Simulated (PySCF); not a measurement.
CuCl + HF → CuF + HCl

Level: B3LYP in the def2-SVP basis family, all electrons, no relativity, computed in PySCF with density fitting; open shells unrestricted.

```csv
species,state and structure,E (Eh),ZPE (kJ/mol),H(298 K) − H(0) (kJ/mol),S° (J/(mol K))
CuCl,"singlet, C∞v, Cu–Cl 2.093 Å",-2100.42146,2.4,9.5,237.3
HF,"singlet, C∞v, H–F 0.925 Å",-100.35323,24.4,8.7,173.7
CuF,"singlet, C∞v, Cu–F 1.751 Å",-1740.07163,3.7,9.1,226.3
HCl,"singlet, C∞v, H–Cl 1.290 Å",-460.67010,17.7,8.7,186.8
```

Problem. What is the electronic reaction energy?

Solution. At B3LYP/def2-SVP, ΔE = 86.5 kJ/mol from the differences of the total energies times 2625.5, uphill. Ligand exchange with HF takes part in thermal etching.

Problem. Add zero-point, thermal and entropy terms for 298.15 K and 1 bar.

Solution. ΔZPE = -5.4 and Δ[H(298) − H(0)] = -0.4 kJ/mol give ΔH° = 80.7 kJ/mol. ΔS° = 2.1 J/(mol K), so ΔG° = 80.7 − 298.15 × (0.0021) = 80 kJ/mol and log₁₀K = -14.0.

Each species is the lowest minimum found with this bonding; other isomers or fragments can lie lower.
